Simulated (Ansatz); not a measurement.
A structure relaxed at PBE0-D4/def2-TZVP in Ansatz, charge 0, doublet:

```
atom    x (Å)    y (Å)    z (Å)
 Re1  -0.0382  -1.5140  -0.2760
  O2   0.3143   0.2299  -0.0487
  O3  -0.2761   1.2841   0.3247
```

Problem. Give its formula and point group.

Solution. the cluster ReO₂. Point group Cs (tolerance 0.1 Å).

Problem. Summarise the bond lengths by kind (pairs closer than 1.2 times the sum of covalent radii, bridged metal pairs left out).

Solution. 1 × O–Re 1.79 Å; 1 × O–O 1.26 Å. The metal has 1 neighbour: O 1.79 Å.

In the def2 sets Re takes a core potential; there is no spin–orbit coupling. The structure holds one bond between oxygen atoms, so isomers without such links may lie far lower. The charge 0 doublet is spin-contaminated (final ⟨S²⟩ up to 2.26, 0.75 for a pure state). Another isomer (quartet) lies 6.62 eV lower at PBE0-D4/def2-TZVP; other spin states weren't run for this one.
